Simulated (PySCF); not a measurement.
**ORD: `C[C@H]1C[Si@H]([AsH][SiH3])O1`, C₃H₁₁AsOSi₂**

Geometry:
```json
{"atom": "C1", "x (Å)": "-2.711", "y (Å)": "-0.387", "z (Å)": "-0.706"}
{"atom": "C2", "x (Å)": "-1.559", "y (Å)": "0.571", "z (Å)": "-0.489"}
{"atom": "C3", "x (Å)": "-1.340", "y (Å)": "0.967", "z (Å)": "0.971"}
{"atom": "Si4", "x (Å)": "0.286", "y (Å)": "-0.014", "z (Å)": "0.775"}
{"atom": "As5", "x (Å)": "2.298", "y (Å)": "1.102", "z (Å)": "0.685"}
{"atom": "Si6", "x (Å)": "3.400", "y (Å)": "-0.616", "z (Å)": "-0.431"}
{"atom": "O7", "x (Å)": "-0.312", "y (Å)": "-0.070", "z (Å)": "-0.774"}
{"atom": "H8", "x (Å)": "-2.712", "y (Å)": "-0.746", "z (Å)": "-1.733"}
{"atom": "H9", "x (Å)": "-2.603", "y (Å)": "-1.240", "z (Å)": "-0.040"}
{"atom": "H10", "x (Å)": "-3.655", "y (Å)": "0.112", "z (Å)": "-0.501"}
{"atom": "H11", "x (Å)": "-1.651", "y (Å)": "1.429", "z (Å)": "-1.163"}
{"atom": "H12", "x (Å)": "-2.103", "y (Å)": "0.583", "z (Å)": "1.640"}
{"atom": "H13", "x (Å)": "-1.254", "y (Å)": "2.042", "z (Å)": "1.110"}
{"atom": "H14", "x (Å)": "0.174", "y (Å)": "-1.336", "z (Å)": "1.424"}
{"atom": "H15", "x (Å)": "2.710", "y (Å)": "0.596", "z (Å)": "2.045"}
{"atom": "H16", "x (Å)": "3.326", "y (Å)": "-1.906", "z (Å)": "0.269"}
{"atom": "H17", "x (Å)": "4.829", "y (Å)": "-0.284", "z (Å)": "-0.560"}
{"atom": "H18", "x (Å)": "2.868", "y (Å)": "-0.797", "z (Å)": "-1.783"}
```

Method: TDDFT BHandHLYP/def2-SVPD circular dichroism and optical rotation, one conformer, gas phase in PySCF. Geometry: GFN2-xTB.

The molecule is flexible and this is one conformer; a measurement averages over conformers. The calculation is non-relativistic, which matters for the atoms heavier than Zn.

Stereocentres: C2 S, Si4 S.

Question: What is the specific rotation at 633, 589.3, 546, 436, 405, 365, 355 nm?

Answer: [α] in deg dm⁻¹ (g/mL)⁻¹:
| λ (nm) | origin-invariant length gauge | modified velocity gauge | length gauge (centre of mass) | isotropic polarisability (au) |
| --- | --- | --- | --- | --- |
| 633 | -38.2 | -34.5 | -37.8 | 125.9 |
| 589.3 | -43.5 | -39.1 | -43.1 | 126.5 |
| 546 | -49.8 | -44.5 | -49.2 | 127.3 |
| 436 | -69.9 | -60.8 | -68.8 | 130.7 |
| 405 | -75.3 | -64.2 | -73.9 | 132.3 |
| 365 | -77.2 | -62.3 | -75.3 | 135.1 |
| 355 | -75.5 | -59.3 | -73.4 | 136.0 |

Question: And for the mirror image at 589.3 nm?

Answer: +43.5 deg dm⁻¹ (g/mL)⁻¹ (origin-invariant length gauge): the same size and the opposite sign.

Question: What is the molar rotation [Φ] = [α]·M/100 of the geometry above at 589.3 nm?

Answer: With M = 194.21 g/mol, -84.5 deg cm² dmol⁻¹ (origin-invariant length gauge).

The first excitation lies at 5.89 eV (210 nm) with R = +2.3 × 10⁻⁴⁰ esu² cm² (velocity form).
